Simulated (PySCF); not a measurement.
C₂H₄Cl₂, singlet, geometry from GFN2-xTB. Base run: DF-B3LYP/pcseg-0 (PySCF).

Here is a job for PySCF.
```python
from pyscf import gto, scf, dft

mol = gto.Mole()
mol.atom = '''
    C    -1.61498360   -0.56133040    0.30507019
    C    -0.17873453   -0.14046863    0.51016816
    Cl    0.91867628   -1.17800888   -0.43701250
    Cl    0.05348245    1.55551727    0.01251511
    H    -1.88972548   -0.47586995   -0.74339344
    H    -1.74153944   -1.59452356    0.62060197
    H    -2.27012343    0.07550472    0.89523765
    H     0.13699873   -0.21195951    1.55257940
'''
mol.basis = 'pcseg-0'
mol.verbose = 4
mol.max_memory = 1800
mol.build()

mf = dft.RKS(mol)
mf.xc = 'b3lyp'
mf = mf.density_fit(auxbasis='def2-universal-jkfit')
mf.kernel()
```

The job was repeated with other settings on one machine. Differences are taken from the largest basis of the pcseg family in the series, which isn't the basis-set limit (pcseg-3: -8.354 eV). The cheapest run took around 5 core-seconds (rough).

```tsv
setting	basis functions	cost, times the cheapest (rough)	difference in HOMO energy (eV)
pcseg-0	52	1	0.079
pcseg-1	84	2	-0.051
pcseg-2	184	4	0.001
pcseg-3	380	9	reference
```

Times come from a shared machine, hold the start-up and are rough.
